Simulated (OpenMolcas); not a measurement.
## Ta+: CASPT2 settings compared

```json
{
  "Program": "OpenMolcas",
  "Basis": "ANO-R3 [9s7p6d4f3g2h]",
  "Scalar Hamiltonian": "X2C, finite nucleus",
  "Active space": "4 electrons in 6 orbitals (5d 6s)",
  "State averaging": "2S+1 = 5 even, 15 roots; 2S+1 = 3 even, 63 roots kept (CI in the orbitals of an earlier block, 52 in the spin-orbit step); 2S+1 = 1 even, 49 roots kept (CI in the orbitals of an earlier block, 28 in the spin-orbit step)",
  "Spin-orbit coupling": "RASSI with atomic mean-field integrals over the reference wave functions, term energies averaged over their components"
}
```

Methods on the same reference wave functions:
A. CASSCF
B. SS-CASPT2, IPEA 0.15 Eh, real shift 0.2 Eh (closed shells correlated: 4f 5s 5p)
C. SS-CASPT2, IPEA 0.15 Eh, sigma1 regulariser 0.1 Eh (closed shells correlated: none)
D. MS-CASPT2, IPEA 0.15 Eh, real shift 0.2 Eh (closed shells correlated: 4f 5s 5p)
E. MS-CASPT2, IPEA 0.15 Eh, sigma1 regulariser 0.1 Eh (closed shells correlated: none)
F. XMS-CASPT2, IPEA 0.35 Eh, imaginary shift 0.25 Eh (closed shells correlated: 4f 5s 5p)

Energies in eV above 5d³ 6s ⁵F₁, the measured ground level; measured values from NIST Handbook of Basic Atomic Spectroscopic Data.

| Level | A | B | C | D | E | F | Measured |
| --- | --- | --- | --- | --- | --- | --- | --- |
| 5d³ 6s ⁵F₁ | 0.0000 | 0.0000 | 0.0000 | 0.0000 | 0.0000 | 0.0000 | 0.0000 |
| 5d³ 6s ⁵F₂ | 0.1314 | 0.1301 | 0.1303 | 0.1285 | 0.1294 | 0.1285 | 0.1279 |
| 5d³ 6s ⁵F₃ | 0.3228 | 0.331 | 0.330 | 0.330 | 0.330 | 0.323 | 0.3276 |
| 5d³ 6s ⁵F₄ | 0.5526 | 0.558 | 0.559 | 0.559 | 0.561 | 0.554 | 0.5475 |
| 5d³ 6s ⁵F₅ | 0.7955 | 0.785 | 0.787 | 0.785 | 0.787 | 0.796 | 0.7671 |
| 5d³ 6s ³P₀(1) | 0.8209 | 0.417 | 0.485 | 0.450 | 0.511 | 0.686 |  |
| 5d³ 6s ³P₁(1) | 0.9271 | 0.542 | 0.609 | 0.552 | 0.619 | 0.774 |  |
| 5d³ 6s ⁵P₁ | 1.5795 | 1.345 | 1.407 | 1.355 | 1.414 | 1.454 |  |
| 5d² 6s² ³F₃ | 1.5815 | 0.837 | 0.915 | 0.716 | 0.799 | 0.655 | 0.8470 |
| 5d² 6s² ³F₄ [58 %] | 1.7976 | 1.111 | 1.181 | 1.088 | 1.163 | 1.046 | 1.2084 |
| 5d³ 6s ⁵P₃ | 1.8001 | 1.583 | 1.644 | 1.583 | 1.643 | 1.661 |  |
| 5d⁴ ⁵D₀ | 1.8470 | 1.642 | 1.682 | 1.621 | 1.667 | 1.790 |  |
| 5d⁴ ⁵D₁ [72 %] | 1.8944 | 1.689 | 1.728 | 1.673 | 1.718 | 1.837 |  |
| 5d⁴ ⁵D₃ | 2.1364 | 1.959 | 1.993 | 1.954 | 1.987 | 2.115 |  |
| 5d³ 6s ³G₅ [53 %] | 2.1724 | 1.744 | 1.774 | 1.745 | 1.776 | 2.040 |  |

Deviations, from unrounded energies. A percentage is the sum of absolute deviations over the sum of measured energies, with the sign that they share, or ± where signs differ.

| Against measurement | Levels | A | B | C | D | E | F |
| --- | --- | --- | --- | --- | --- | --- | --- |
| mean absolute deviation (cm-1) | 6 | 1800 | 190 | 180 | 380 | 180 | 530 |
| fine structure of the ground term (%) | 4 | ±2.4 | +1.9 | +2.1 | +1.8 | +2.1 | ±2.3 |
| other configurations (%) | 2 | +64.4 | -5.2 | ±4.6 | -12.2 | -4.5 | -17.2 |

B, C, E lie about equally close to measurement and A furthest from it. The largest miss of E in the table is 5d² 6s² ³F₃, by -390 cm-1. The ranking rests on the paired levels alone, and a cruder setting can come out closer through cancelling errors.

Among B to F the level of the table that moves most is 5d³ 6s ³G₅ [53 %], by 2400 cm-1 (lowest in B, highest in F). Moves below CASPT2's spread within the term are not significant.

The mean deviations of B to F differ by less than CASPT2's widest spread within a term (2900 cm-1), so their order carries little weight.

From A to B the spin-free energies of the other terms of 5d³ 6s shown, above ⁵F, scale by factors of 0.39 to 0.80.

The lowest spin-free term lies below A's lowest term by 1.078 hartree in B, 0.033 hartree in C, 1.078 hartree in D, 0.033 hartree in E, 1.079 hartree in F.

CASPT2 breaks the degeneracy within a term, and the mean is taken; among the terms shown or strongly mixed into the levels shown the widest spread is 2900 cm-1 (5d³ 6s ⁵F, F). Some high roots are left out of the spin-orbit mixing, which shifts the levels that they would mix with. Terms from blocks run as CI alone lack orbitals of their own. Configurations are named by rounded mean occupations; where the s occupation lies near a half they are strongly mixed, a name can repeat and a true partner stay unpaired. A single d shell beside an s shell can misplace configurations of different d count against each other. The CASPT2 spread within a term exceeds the gap to the next term for 5d³ 6s ³H and 5d³ 6s ³P(2), so the order of their levels is uncertain (figures for B; the like holds for C, D, E, F). Without dynamic correlation excited terms often stand tens of per cent too high (terms of higher spin than the ground term too low), and those without a measured partner can miss by more than the paired ones (holds for A). Measured partners are found by configuration, term and J. A level has none where our copy of the source lacks it or the pairing is in doubt (some pairs that miss far off the trend of their configuration count as doubtful), and it then counts in no deviation. Levels of configurations outside the active space are missing. The table leaves out levels that lie high or whose names do not pair safely across all columns.

A share in square brackets marks a mixed level and gives the weight of the term that names it, the lowest over the columns. A number in round brackets counts repeated terms of one configuration in the order of the reference energies.
